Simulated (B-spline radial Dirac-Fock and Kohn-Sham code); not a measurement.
A summary of the ionisation energies of sulfur (Z = 16) against charge, from Dirac-Fock (average of configuration) total-energy differences with a finite nucleus, the Breit interaction including its frequency dependence, and self-energy and vacuum-polarisation corrections and from the NIST table. The largest relative steps of the computed values, from charge +5 on, come at S⁵⁺ (11 electrons left, 70.80 to 87.57 eV); S⁶⁺ (10 electrons left, 87.57 to 279.8 eV); S⁷⁺ (9 electrons left, 279.8 to 330.7 eV); S¹⁴⁺ (2 electrons left, 706.8 to 3222.5 eV). The median of |NIST − computed| / NIST over the 16 ions is 0.72 %.

```tsv
charge	computed (eV)	NIST (eV)
0	10.68	10.36001
1	21.32	23.33788
2	33.30	34.86
3	46.46	47.222
4	70.80	72.5945
5	87.57	88.0529
6	279.8	280.954
7	330.7	328.794
8	384.7	379.84
9	441.5	447.7
10	501.3	504.55
11	564.0	564.41
12	646.8	651.96
13	706.8	706.994
14	3222.5	3223.781
15	3494.2	3494.189
```
